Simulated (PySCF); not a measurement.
## Iron: a sound run and one with changed settings

Sound run: Fe+ [Ar] 3d6 4s1, Fe(2+) [Ar] 3d6. All numbers are calculated (PySCF 2.14, scalar relativity by spin-free X2C-1e, in cc-pVTZ-DK). The sound run starts from symmetry-adapted Hartree-Fock orbitals and uses a fine grid where one is needed.

Changed run: radial step 0.3 in ln r (0.13 in the sound run). This setting is unsound on purpose.

```json
{"species": "Fe+", "method": "UHF", "sound run (hartree)": "-1271.11093", "changed run (hartree)": "-1271.11093", "converged": "yes"}
{"species": "Fe+", "method": "r2SCAN", "sound run (hartree)": "-1272.30308", "changed run (hartree)": "-1272.29397", "converged": "yes"}
{"species": "Fe+", "method": "M06-2X", "sound run (hartree)": "-1272.32650", "changed run (hartree)": "-1272.32515", "converged": "yes"}
{"species": "Fe(2+)", "method": "UHF", "sound run (hartree)": "-1270.54871", "changed run (hartree)": "-1270.54871", "converged": "yes"}
{"species": "Fe(2+)", "method": "r2SCAN", "sound run (hartree)": "-1271.68923", "changed run (hartree)": "-1271.68003", "converged": "yes"}
{"species": "Fe(2+)", "method": "M06-2X", "sound run (hartree)": "-1271.73594", "changed run (hartree)": "-1271.73565", "converged": "yes"}
```

Ionisation energy of Fe+:

```tsv
method	sound run (eV)	changed run (eV)
UHF	15.299	15.299
r2SCAN	16.704	16.706
M06-2X	16.070	16.041
```

A coarse radial grid mis-integrates the density and the exchange-correlation energy, with errors of either sign; Hartree-Fock needs no grid.

For comparison, NIST gives 16.199 eV between the lowest levels.
